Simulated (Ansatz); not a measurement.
A made-up structure of CH2GaO, doublet:

O1  (1.080, -1.751, 2.239)
C2  (-0.278, 0.450, -0.573)
Ga3  (0.413, -0.670, 0.854)
H4  (-1.056, -0.035, -1.106)
H5  (0.226, 1.382, -0.613)
(Å)

It is relaxed with PBE-D4/def2-SVP and then PBE0-D4/def2-TZVP (Ansatz 0.2.0). Atoms count as bonded within 1.22 times the sum of their covalent radii (H–H: 0.88 Å). The end point is not checked to be a true minimum.

Task: Does its bonding change? (A judgement: the text doesn't fix the answer.)

Result: Computed: No: no bond forms or breaks.

Where it ends: The first stage lowers the energy by 0.82 eV in 6 steps. It ends as CH₂GaO ([CH2][Ga][O]):
```xyz
5
angstrom
O 1.0263 -1.6651 2.1279
C -0.2258 0.3662 -0.4673
Ga 0.4428 -0.7185 0.9184
H -1.0270 0.0347 -1.1184
H 0.1685 1.3577 -0.6596
```

Labels in which every atom is bracketed show which atoms are joined, not bond orders.

For scale, one of the runs: PBE0-D4/def2-TZVP relaxation, 122 basis functions, launched by `ansatz run in.yaml --threads 2 --pin off --events-out ev --progress --plain --max-ram 4352MiB`. Hardware: 2 CPU threads of an Arm Neoverse V1, shared host. Wall time about 20 s.
